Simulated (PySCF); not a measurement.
[YbO(OH)]− at several levels of theory

Computed with PySCF 2.14.0 (density fitting, no spin-orbit coupling) at the geometry relaxed with PBE0:

```xyz
4
[YbO(OH)]− (singlet)
Yb   -0.0902   -0.0505   -0.4421
O     1.1042    0.0443    1.0330
O    -2.0852    0.0133    0.2888
H    -2.1098    0.0817    1.2488
```

```
    level                                           basis    state  HOMO (eV)  gap (eV)  charge on Yb1 (e)  population of f-type functions on Yb1 (core shells left out)  dipole about the centre of mass (D)  largest force component (eV/Å)
     PBE0  Yb def2-SVP with ECP28, O def2-SVP, H def2-SVP  singlet       0.47      1.88               0.14                                                         13.71                                 3.83                            0.01
   revPBE                                        the same  singlet       1.61      0.11              -0.02                                                         13.63                                 2.30                            0.61
CAM-B3LYP                                        the same  singlet      -0.68      3.82               0.12                                                         13.69                                 4.50                            0.11
```

Charges are Mulliken's, which hang on the basis. The relaxation used the grid (50, 194), these runs (75, 302) or, all-electron (x2c bases, spin-free X2C Hamiltonian), (99, 590).

Task: What does PBE0 with Yb def2-TZVP with ECP28, O def2-TZVP, H def2-TZVP give here?

Result: state singlet, HOMO (eV) 0.32, gap (eV) 1.93, charge on Yb1 (e) 0.45, population of f-type functions on Yb1 (core shells left out) 13.73, dipole about the centre of mass (D) 4.92, largest force component (eV/Å) 0.37. Time: 23 s on 2 threads of Arm Neoverse V1, on a shared host, from free ions and atoms.

In the first row's basis the gap widens with exact exchange: 0.1 eV for revPBE (none); 1.9 eV for PBE0 (a fixed share); 3.8 eV for CAM-B3LYP (rising or full at long range).

The gap of the closed shell is small, and it wasn't tested for a lower spin-broken solution at this geometry.

Small gap, closed shell not tested for a spin-broken solution: revPBE, PBE0 (small-core/TZVP).

The highest filled level of some runs lies above zero, as often for anions with such functionals and bases.
